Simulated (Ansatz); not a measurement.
The same group exchange along the group O, S, Se, Te.

Computed with Ansatz on PBE0-D4/def2-TZVP structures; ΔE is electronic, products minus reactants. CBS: MP2 limit from def2 TZ/QZ plus the TZ coupled-cluster correction, frozen cores. Functionals use def2-TZVPP. B3LYP here is the variant with VWN-RPA as its local correlation; programs differ in this. Elements past krypton have def2 core potentials. For Se, Sn, Te outer-core shells are correlated without core-valence functions, which leaves a few kJ/mol of doubt a bond. Scalar relativity is left out up to krypton. Each species was taken in one conformer, which may not be the lowest.

```tsv
reaction	CCSD(T)/CBS(def2) (eV)
`O[SiH2][SiH3]` + `[CH3][SnH2][Cl]` → `[SiH3][CH2][SnH2][Cl]` + `O[SiH3]`	-0.11
`[SiH3][SiH2]S` + `[CH3][SnH2][Cl]` → `[SiH3][CH2][SnH2][Cl]` + `[SiH3]S`	?
`[SiH3][SiH2][SeH]` + `[CH3][SnH2][Cl]` → `[SiH3][CH2][SnH2][Cl]` + `[SiH3][SeH]`	0.01
`[SiH3][SiH2][TeH]` + `[CH3][SnH2][Cl]` → `[SiH3][CH2][SnH2][Cl]` + `[SiH3][TeH]`	0.04
```

(1) Fill in the missing values. (Estimate.)

Largest T1 diagnostic: 0.012, for `O[SiH2][SiH3]`.

Answers

(1) Ansatz gave: `[SiH3][SiH2]S` + `[CH3][SnH2][Cl]` → `[SiH3][CH2][SnH2][Cl]` + `[SiH3]S`: -0.02 eV.
